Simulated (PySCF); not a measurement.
## Nuclear quadrupole coupling in `CCC1=CCC[P@]1(C)=S`

C7H13PS.
Z-matrix (Å and degrees, GFN2-xTB geometry), rows numbered from 1:
```
C 
C   1  1.5251
C   2  1.4906  1  111.40
C   3  1.3288  2  128.13  1  -132.78
C   4  1.5005  3  118.37  2  -177.38
C   5  1.5305  4  107.89  3    16.88
P   3  1.8297  2  121.20  1    51.92
C   7  1.8422  3  106.92  2   -89.62
S   7  1.9380  3  118.93  2    42.07
H   1  1.0886  2  110.85  3    59.27
H   1  1.0872  2  110.35  3   179.67
H   1  1.0895  2  109.53  3   -61.17
H   2  1.0928  1  110.73  3  -122.68
H   2  1.0947  1  108.43  3   118.73
H   4  1.0806  3  123.11  2     3.83
H   5  1.0924  4  110.57  3   138.79
H   5  1.0944  4  109.21  3  -103.59
H   6  1.0911  5  113.37  4  -145.90
H   6  1.0937  5  110.83  4    92.46
H   8  1.0879  7  109.27  3    81.58
H   8  1.0876  7  111.08  3   -40.10
H   8  1.0902  7  107.49  3  -160.72
```

Field gradients from the PBE0/pcSseg-1 density (PySCF, non-relativistic), principal values in atomic units, ordered |Vxx| ≤ |Vyy| ≤ |Vzz|:

```csv
atom,Vxx,Vyy,Vzz
S9,-0.9930,-1.2633,2.2564
```

**Question.** Find the asymmetry η = (Vxx − Vyy)/Vzz and the couplings χ = eQV/h (234.96 MHz × Q in barn × V in au), with Q(33S) = −0.0678 b.

**Answer.** 
```
atom         environment  nucleus     η  χzz (MHz)  χxx (MHz)  χyy (MHz)
  S9  sulfur bonded to P      33S  0.12     -35.95      15.82      20.13
```

**Question.** What is Vzz at S9 in SI units (1 au = 9.71736 × 10²¹ V/m²)?

**Answer.** 2.2564 au = 21.926 × 10²¹ V/m².

**Question.** What couplings would deuterons (Q(2H) = 0.00286 b) have in place of the hydrogens, at this geometry?

**Answer.** 
| atom | bonded to | bond length (Å) | Vzz (au) | η | χzz (kHz) |
| --- | --- | --- | --- | --- | --- |
| H10 | C1 | 1.089 | 0.3131 | 0.02 | 210 |
| H11 | C1 | 1.087 | 0.3166 | 0.02 | 213 |
| H12 | C1 | 1.089 | 0.3035 | 0.03 | 204 |
| H13 | C2 | 1.093 | 0.3025 | 0.03 | 203 |
| H14 | C2 | 1.095 | 0.2955 | 0.02 | 199 |
| H15 | C4 | 1.081 | 0.3277 | 0.05 | 220 |
| H16 | C5 | 1.092 | 0.3028 | 0.02 | 203 |
| H17 | C5 | 1.094 | 0.3003 | 0.02 | 202 |
| H18 | C6 | 1.091 | 0.3087 | 0.01 | 207 |
| H19 | C6 | 1.094 | 0.2994 | 0.01 | 201 |
| H20 | C8 | 1.088 | 0.3139 | 0.02 | 211 |
| H21 | C8 | 1.088 | 0.3163 | 0.01 | 213 |
| H22 | C8 | 1.090 | 0.3104 | 0.02 | 209 |

Geometry: GFN2-xTB, one conformer, isolated molecule. GFN2-xTB bond lengths can be off by several hundredths of an ångström, more for odd bonds, and the gradients follow them. These gradients aren't converged with respect to the basis.
